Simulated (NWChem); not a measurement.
System: SiNH$_{4}$Br; SMILES N[SiH2]Br

```xyz
7

Si     0.5712     1.0472     0.0507
N     -0.7272     2.1710     0.1284
Br     0.0088    -1.1140    -0.3750
H      1.4618     1.4503    -1.0587
H      1.2426     1.0294     1.3681
H     -1.3646     2.1468     0.9165
H     -1.2168     2.4308    -0.7207
```
Atoms are numbered in this order, from 1.

All runs: NWChem. The geometry was optimised at B3LYP/6-31G* (spherical d). Level: PBE0/def2-SVP with SMD (1 M gas to 1 M solution), gas-phase geometry. Reactions with the solvent are ignored.

| solvent | dielectric constant | solvation free energy (kcal/mol) | cavity-dispersion-structure term (kcal/mol) | dipole in solution (D) |
|---|---|---|---|---|
| water | 78.4 | -2.4 | 2.0 | 2.83 |
| dichloromethane | 8.93 | -5.1 | -1.2 | 2.76 |
| 1-propanol | 20.5 | -5.2 | -1.0 | 2.80 |
| acetone | 20.5 | -5.1 | -0.9 | 2.80 |
| acetonitrile | 35.7 | -4.9 | -0.5 | 2.82 |
